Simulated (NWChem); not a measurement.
Molecule: C$_{4}$H$_{6}$S; SMILES C(CCS)#C

```xyz
11

C      0.9417    -2.4369     0.1655
C      0.0593    -1.6447    -0.0607
C     -1.0226    -0.6936    -0.3116
C     -0.8693     0.6493     0.4300
S      0.5796     1.6654    -0.0696
H      1.7325    -3.1254     0.3580
H     -1.9784    -1.1406    -0.0001
H     -1.1118    -0.5061    -1.3903
H     -1.7819     1.2406     0.3106
H     -0.7283     0.4717     1.4998
H      0.1484     1.9443    -1.3199
```
Atoms are numbered in this order, from 1.

Geometry: optimised at B3LYP/6-31G* (spherical d).

Give the principal values of the shielding tensors (ppm) of C1, C2, C3, C4, S5 from PBE0/pcSseg-1, GIAO (NWChem), with their diamagnetic and paramagnetic parts as GIAO splits them.


```
atom    σ11    σ22    σ33  isotropic  diamagnetic  paramagnetic
----  -----  -----  -----  ---------  -----------  ------------
C1     31.5   37.6  255.2      108.1        256.9        -148.9
C2     -0.4    6.4  292.7       99.6        262.6        -163.1
C3    146.6  154.2  173.4      158.1        247.1         -89.0
C4    132.8  156.7  166.5      152.0        250.6         -98.6
S5    421.4  502.3  802.0      575.2       1054.9        -479.7
```
